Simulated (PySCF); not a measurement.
BFH4OSi.

```xyz
8

B     -0.5450     1.3211     0.0000
F      0.7237     1.7487     0.0000
H     -1.4335     2.1282     0.0000
O     -0.8040    -0.0028     0.0000
Si     0.1932    -1.3687     0.0000
H      1.0421    -1.3736    -1.2182
H      1.0421    -1.3736     1.2182
H     -0.7119    -2.5409     0.0000
```

Coordinates come from a TPSSh-D3(BJ)/def2-SVP optimisation. The values are those of a single conformer.

Level of theory: HF/pcSseg-1 (PySCF). Non-relativistic, no solvent.

### Question
Give the absolute GIAO shielding of each atom: isotropic value and principal components (ppm). (An estimate is asked for; the answer gives what the named calculation found.)

### Answer

```csv
atom,σ(iso),σ11,σ22,σ33,span
B1,89.7,70.2,97.9,101.1,30.9
F2,290.0,132.1,334.2,403.8,271.6
H3,27.7,24.5,26.5,32.2,7.7
O4,244.0,134.1,269.7,328.3,194.2
Si5,432.9,403.0,413.9,481.9,78.9
H6,27.2,24.1,25.7,31.7,7.5
H7,27.2,24.1,25.7,31.7,7.5
H8,27.3,24.2,25.7,32.1,8.0
```
